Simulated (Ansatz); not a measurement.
Total energies of SnFH3 (SnH3F) from Ansatz at PBE0-D4/def2-TZVP, gas phase (1 Eh = 27.2114 eV = 2625.5 kJ/mol). The reference geometry is relaxed at B3LYP-D4/def2-TZVP.

```
atom   x (Å)   y (Å)   z (Å)
 Sn1   0.082  -0.098  -0.024
  F2  -1.138   1.370   0.333
  H3  -0.834  -1.205  -0.943
  H4   0.519  -0.679   1.519
  H5   1.371   0.612  -0.884
```

```csv
state,geometry,energy (Eh)
charge 0 singlet,reference,-315.90199
charge 1 doublet,reference,-315.46994
charge 1 doublet,relaxed at B3LYP-D4/def2-TZVP,-315.49877
free Sn atom (triplet),–,-214.25870
free F atom (doublet),–,-99.67617
free H atom (doublet),–,-0.50104
```

In the def2 sets Sn takes a core potential; there is no spin–orbit coupling.

(1) Work out the vertical ionisation energy to the doublet.

(2) How much does the charge 1 doublet relax, and what is the adiabatic ionisation energy?

(3) What is the binding energy per atom against free atoms?

(1) E(charge 1 doublet) − E(charge 0 singlet) = -315.46994 − (-315.90199) = 0.43205 Eh = 11.76 eV. For comparison, −ε of the highest occupied level is 9.38 eV at this level, 2.38 eV less.

(2) Relaxation: -315.46994 − (-315.49877) = 0.02883 Eh = 0.78 eV. Adiabatic ionisation energy: 0.40322 Eh = 10.97 eV, without zero-point energy. Bonds change on the way (1 lost, 0 formed), so the relaxed form is another species. 

(3) Atoms: 1 × (-214.25870) + 1 × (-99.67617) + 3 × (-0.50104) = -315.43799 Eh. Binding: -315.43799 − (-315.90199) = 0.46400 Eh = 12.63 eV, or 2.53 eV for each of 5 atoms (no zero-point energy, no counterpoise term).
